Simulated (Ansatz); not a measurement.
BrFGaHO, SMILES `[OH][Ga]([F])[Br]`, charge 0, multiplicity 1.

(1) Give a relaxed structure at PBE0-D4/def2-TZVP (the Gaussian-basis code of Ansatz). (Estimate.)

Answers

(1) The calculation gave: 
Cartesian coordinates in Å:
```
O 1.259 0.636 -0.099
Ga -0.353 -0.059 -0.254
F -1.170 0.200 -1.762
Br -1.400 -1.241 1.359
H 1.665 0.464 0.755
```
Point group Cs.
